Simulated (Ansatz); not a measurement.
A CCSD(T) single point on AlBF2H2, SMILES `F[B](F)[AlH2]`.

```yaml
crystal:
  periodic: [false, false, false]
  atoms:
    - {symbol: F, position_ang: [1.404856, -1.299361, 0.963637]}
    - {symbol: B, position_ang: [0.273440, -1.030280, 0.326821]}
    - {symbol: F, position_ang: [-0.514117, -2.077019, 0.121531]}
    - {symbol: Al, position_ang: [-0.245904, 0.957541, -0.325427]}
    - {symbol: H, position_ang: [0.183164, 1.461115, -1.767944]}
    - {symbol: H, position_ang: [-1.059240, 1.924005, 0.635281]}
basis:
  gaussian: {orbitals: def2-SVP}
correlation: {method: ccsd_t}
```

```sh
$ ansatz run in.yaml --threads 2 --pin off --events-out ev --progress --plain --max-ram 4352MiB
```

Log, shortened:

```
Functional definition: HF
658 factors; integrals over basis functions are off by at most 1.1e-3 eV
mean field evaluation 1: about -12691.3082 eV, gradient 3.1e1 eV
mean field evaluation 2: about -12691.3576 eV, gradient 3.1e1 eV
mean field evaluation 4: about -12693.4989 eV, gradient 2.3e0 eV
mean field evaluation 8: about -12693.5284 eV, gradient 7.5e-2 eV
mean field evaluation 16: about -12693.4515 eV, gradient 3.3e-1 eV
mean field -12693.52844682 eV, -466.4785664382 hartree, gradient 9.4e-6 eV, S^2 0.000000; 0 other end points of the search recorded, 0 dependent functions left out
8 core orbitals not correlated: weight in the atoms' cores, before any rotation towards them, 1.000 or more for the frozen orbitals, at most 0.000 for the correlated occupied ones
reference -12693.52844682 eV, -466.4785664382 hartree; 11, 11 occupied and 51, 51 virtual orbitals, 658 factors
second order -13.83971380 eV of doubles, -0.00000000 eV of singles
cycle   1  -14.10789900 eV  change   -2.7e-1 eV  update   9.7e-2
cycle   2  -14.47853332 eV  change   -3.7e-1 eV  update   2.9e-2
cycle   3  -14.57988857 eV  change   -1.0e-1 eV  update   1.6e-2
cycle   4  -14.57253526 eV  change    7.4e-3 eV  update   3.7e-3
cycle   5  -14.57049964 eV  change    2.0e-3 eV  update   1.5e-3
cycle   6  -14.57095374 eV  change   -4.5e-4 eV  update   4.1e-4
cycle   7  -14.57089574 eV  change    5.8e-5 eV  update   1.4e-4
cycle   8  -14.57080274 eV  change    9.3e-5 eV  update   4.2e-5
cycle   9  -14.57080598 eV  change   -3.2e-6 eV  update   1.6e-5
perturbative correction -0.27027137 eV, -0.0099322896 hartree
Total energy: -12708.36952417 eV, -467.0239659709 hartree
```

Hardware: 2 threads of an Arm Neoverse V1 on a shared host. Wall time 1.5 s, peak host memory 0.17 GiB.

The correlation energy is -14.841 eV, 1.8 % of it from (T); the T1 diagnostic reads 0.0145.
